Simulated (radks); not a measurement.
Results of a calculation; reference values are marked as such.
These are the eigenvalues of the occupied orbitals of an atom or ion with whole-number occupations (eV). Code: a radial shooting solver on a logarithmic mesh with Libxc functionals. Model: scalar-relativistic Kohn-Sham, PBE, spin-polarised, spherical densities, finite nucleus; Fermi nuclear charge, rms radius of each element as measured or else 0.836 A^(1/3) + 0.57 fm.

orbital  eigenvalue
1s up     -65375.03
1s down   -65375.00
2s up     -11274.58
2s down   -11274.51
2p up     -9915.234
2p down   -9915.172
3s up     -2659.584
3s down   -2657.772
3p up     -2253.340
3p down   -2251.518
3d up     -1771.598
3d down   -1770.207
4s up     -626.0910
4s down   -622.6790
4p up     -491.8528
4p down   -488.5350
4d up     -318.2198
4d down   -314.9803
5s up     -159.0455
5s down   -157.5725
4f up     -125.1957
5p up     -122.6031
4f down   -122.0523
5p down   -121.4158
6p up      -52.4171

Which element is it, and in what charge state? The configuration may be excited. Open shells, if any, are filled with parallel spins first.

Answer. Z = 72, hafnium, charge +6: Hf6+ in [Xe] 4f11 6p1. The list shows which subshells hold electrons but not how many an open one holds; the 1s level, -2402.5 hartree, gives Z - s = 69.3 by -(Z - s)^2/2, which with screening and relativity narrows Z to a few neighbours, and the depths of the outer levels then fix element, charge and occupations together.
